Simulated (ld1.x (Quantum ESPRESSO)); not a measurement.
# u(r) = r·R(r): atom against pseudo-atom (lead)

Columns: radius, all-electron u(r) and pseudo u(r) of the 6s shell (level -13.14 eV) of lead in the configuration [Kr] 4d10 4f14 5s2 5p6 5d10 6s1 6p3; PBE, scalar-relativistic, PAW scheme, ld1.x (Quantum ESPRESSO) 7.5.

```csv
r (bohr),all-electron,pseudo
0.080,0.0267,0.2593
0.160,0.1247,0.4973
0.240,-0.1649,0.6950
0.320,-0.2450,0.8378
0.400,-0.0978,0.9171
0.480,0.1163,0.9308
0.560,0.2872,0.8829
0.640,0.3742,0.7827
0.720,0.3783,0.6432
0.800,0.3178,0.4790
0.880,0.2147,0.3043
0.960,0.0884,0.1316
1.040,-0.0457,-0.0301
1.120,-0.1771,-0.1752
1.200,-0.2988,-0.3016
1.280,-0.4070,-0.4095
1.360,-0.4999,-0.5009
1.440,-0.5772,-0.5773
1.520,-0.6395,-0.6395
1.600,-0.6876,-0.6876
1.680,-0.7231,-0.7231
1.760,-0.7472,-0.7472
1.840,-0.7616,-0.7616
1.920,-0.7677,-0.7677
2.000,-0.7667,-0.7667
2.080,-0.7597,-0.7597
```

(1) How many radial nodes do the two functions have?

(2) At about which radius was the pseudo-wave matched?

(3) Is the pseudo-wave norm-conserving?

Answers

(1) The all-electron 6s function has n − l − 1 = 5 (the table is too coarse to show those close to the nucleus); the pseudo-wave has 1, since 1 lower shell of the same l stays in the valence.

(2) 1.50 bohr, where the columns begin to agree (steps of 0.08 bohr).

(3) No, it belongs to a PAW set: the norm inside the radius is not constrained, and the difference is carried by the augmentation charge.
